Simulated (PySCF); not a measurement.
SnHFCl2, SMILES [F][SnH]([Cl])[Cl].

Geometry: PBE0-D3(BJ)/def2-SVP. The def2 effective core potentials stand for the cores of Sn; spin–orbit coupling is left out.

All values below come from PBE0-D3(BJ)/def2-SVP in PySCF.

Frequencies are harmonic and unscaled.

```
mode  ν (cm⁻¹)  IR (km/mol)  moving atoms (share of kinetic energy)
----  --------  -----------  --------------------------------------
1          110          3.1                        Cl 80 %, Sn 15 %
2          149         11.1                         F 69 %, Cl 22 %
3          157         21.5                F 44 %, Sn 28 %, Cl 28 %
4          388         23.6                        Cl 83 %, Sn 16 %
5          405         75.2                        Cl 71 %, Sn 29 %
6          555         86.3                                  H 97 %
7          556         64.0                                  H 96 %
8          655         49.1                         F 86 %, Sn 13 %
9         1999         60.4                                  H 99 %
```
